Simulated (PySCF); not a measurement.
Radial density of Ag⁻ (silver, charge -1)

PBEsol, [Kr] 4d10 5s2, closed-shell 1S. All numbers are calculated (PySCF 2.14, a scalar-relativistic core potential, in aug-cc-pVTZ-PP with one added diffuse shell each of s, p, d, f, g type with ECP28MDF (7s7p6d4f3g, 113 functions)). This is the valence pseudo-density: the core potential removes the inner electrons and smooths the orbitals near the nucleus.

```csv
r (bohr),4πr²ρ (e/bohr)
0.0180,1.411e-05
0.0304,3.528e-05
0.0511,8.285e-05
0.0859,0.0003377
0.144,0.003615
0.243,0.05792
0.409,1.368
0.687,13.75
1.16,14.55
1.94,3.745
3.27,0.9209
5.50,0.1871
9.26,0.02604
15.6,0.001239
```

Energies and moments cover only the electrons outside the core potential. At PBEsol the highest occupied level has a positive energy, so only the finite basis holds that electron; in a semilocal or global hybrid functional this comes from self-interaction and does not mean that the real anion is unbound.
